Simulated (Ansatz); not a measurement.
`CB1C=N1` + H₂ → `B1C=N1` + CH₄ at 400 K and 1 bar (hydrogenolysis of a B–C bond).

Calculated with Ansatz (gas phase, PBE0-D4/def2-TZVP geometries, no zero-point term in ΔE). CCSD(T)/CBS adds triple-zeta CCSD(T) − MP2 to the extrapolated MP2 energy (def2 sets, frozen cores). This one scheme is used for every species.

| species | CCSD(T)/CBS energy (Eh) | H − E (kJ/mol) | S (J/(mol·K)) |
| --- | --- | --- | --- |
| `CB1C=N1` | -157.97004 | 178.5 | 317.1 |
| H₂ | -1.17544 | 38.0 | 139.0 |
| `B1C=N1` | -118.68952 | 96.3 | 257.7 |
| CH₄ | -40.46206 | 131.3 | 197.2 |

H − E and S are ideal-gas, rigid-rotor, harmonic terms from PBE0-D4/def2-TZVP, for one conformer and one mirror image of each species. The MP2-based limit puts H₂ 0.8 mEh under its directly extrapolated value; such offsets cancel only in part. 1 Eh = 2625.50 kJ/mol, R = 8.31446 J/(mol·K).

By hand: ΔE, ΔH, ΔS and ΔG.

ΔE = (-118.68952) + (-40.46206) − (-157.97004) − (-1.17544) = -0.00610 Eh = -16.0 kJ/mol. Δ(H − E) = 96.3 + 131.3 − 178.5 − 38.0 = 11.1, so ΔH = -4.9 kJ/mol. ΔS = 257.7 + 197.2 − 317.1 − 139.0 = -1.2 J/(mol·K). ΔG = -4.9 − 400 × (-1.2)/1000 = -4.4 kJ/mol.

By hand: the equilibrium constant, and the temperature at which ΔG would vanish if ΔH and ΔS stayed fixed.

log₁₀ K = −ΔG/(RT ln 10) = 0.6. ΔG = 0 at ΔH/ΔS = 4083 K, far beyond where these terms or the molecules hold.

The number of gas molecules stays the same, so ΔS is small and ΔH decides. The sign of ΔG lies within the doubt. A doubt of 5 kJ/mol in ΔE shifts log₁₀ K by 0.7 here. Other conformers and mirror images would add mixing entropy, several J/(mol·K) or more a flexible species. Modes under 60 cm⁻¹, often nearly free rotors, make the harmonic entropy too high. These are equilibria of isolated gas molecules and say nothing of rates. Largest T1 diagnostic: 0.011 (customary marks: 0.02 for closed shells, 0.045 for open ones).
